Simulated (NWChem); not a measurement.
Isomers of C₂H₈O₂Si, each optimised at B3LYP/6-31G* with NWChem, gas phase unless a solvent is named. Flexible species stand in one conformer each, which need not be the lowest. Pople sets run with spherical d functions. Relative energies count from the lowest isomer at each level and are electronic, without zero-point energy, on those geometries.

A: OCC[SiH2]O
B: C(O)[Si@H](C)O
C: OC[C@@H](O)[SiH3]
D: OCCO[SiH3]

```csv
quantity,A,B,C,D
"relative energy, PBE/def2-SVP (kcal/mol)",(withheld),0.0,40.9,22.7
"relative energy, B3LYP/def2-SVP (kcal/mol)",(withheld),0.0,42.4,20.1
"relative energy, Hartree-Fock/def2-SVP (kcal/mol)",(withheld),0.0,43.7,17.0
"relative energy, PW6B95/def2-SVP (kcal/mol)",(withheld),0.0,43.2,22.0
"orbital gap (eV), B3LYP/6-31G*",(withheld),7.32,7.92,7.80
```

Fill in the missing entries.


- relative energy, PBE/def2-SVP (kcal/mol), A: 7.0
- relative energy, B3LYP/def2-SVP (kcal/mol), A: 6.4
- relative energy, Hartree-Fock/def2-SVP (kcal/mol), A: 4.8
- relative energy, PW6B95/def2-SVP (kcal/mol), A: 7.0
- orbital gap (eV), B3LYP/6-31G*, A: 7.67
